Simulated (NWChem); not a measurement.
Molecule: TiH₃F; SMILES [F][TiH3]

### Question
Give the equilibrium geometry at PBE-D3(BJ)/def2-SVP (NWChem) as a Z-matrix, with the point group.

### Answer
point group C3v; any orientation.
```
Ti
F 1 1.7222
H 1 1.7021 2 107.96
H 1 1.7021 3 110.93 2 -118.11
H 1 1.7021 3 110.93 2 118.11
```
